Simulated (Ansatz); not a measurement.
Gas-phase electronic energies from Ansatz, PBE0-D4/def2-TZVP geometries. CCSD(T)/CBS is the MP2 limit (def2-TZVPP, def2-QZVPP) plus CCSD(T) − MP2 in def2-TZVPP, frozen cores. DFT in def2-TZVPP.

Reaction (isomerisation): `BC1C=N1` → `BN=C=C`

CCSD(T)/CBS gives -1.89 eV.

Question: Another level gave -2.09 eV. Which?
A. CCSD(T)/def2-TZVPP
B. ωB97M-V/def2-TZVPP
C. LDA (SPW92)/def2-TZVPP
D. r2SCAN0-D4/def2-TZVPP

Answer: D. r2SCAN0-D4 -2.09, ωB97M-V -1.96, CCSD(T)/def2-TZVPP -1.88, LDA (SPW92) -2.26 eV.

Question: What do rigid-rotor, harmonic-oscillator terms from PBE0-D4/def2-TZVP frequencies (298.15 K, 1 bar) make of the CCSD(T)/CBS value? (Best estimate.)

Answer: The calculation gave: ΔZPE = 0.00 eV, ΔH = -1.88 eV, ΔS = -1 J/(mol·K), ΔG = -1.88 eV.

Largest T1 diagnostic among the species: 0.017.

In def2-TZVPP, CCSD(T) changes the Hartree–Fock value by +0.23 eV (the triples alone add +0.01 eV) and MP2 by +0.27 eV. From r2SCAN to r2SCAN0 (25 % exact exchange), in def2-TZVPP and without D4, ΔE moves by +0.06 eV. Leaving LDA and LC-ωPBE aside and taking each functional with its dispersion term where it has one, the values, not all of them listed here, spread over 0.41 eV, from BLYP-D4 to ωB97X-V. LDA lies −0.14 eV from PBE without D4.
